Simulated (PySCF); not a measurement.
**Correlation energy of Si⁺ (silicon, charge +1)**

[Ne] 3s2 3d1, 2D determinant (an excited configuration). Computed with PySCF 2.14 in aug-cc-pCVTZ-DK (8s7p5d3f, 75 functions), with scalar relativity by spin-free X2C-1e. Frozen: [Ne]; 3 electrons correlated.

MP2 pair energies summed by pair of shells (mhartree):

```
 pair  energy  share (%)
3s-3s  -31.40       61.9
3s-3d  -19.35       38.1
```

Total MP2 correlation energy: -50.75 mhartree.

Same-spin part -4.60 and opposite-spin part -46.15 mhartree; SCS-MP2 scales them by 1/3 and 6/5 to -56.91 mhartree.
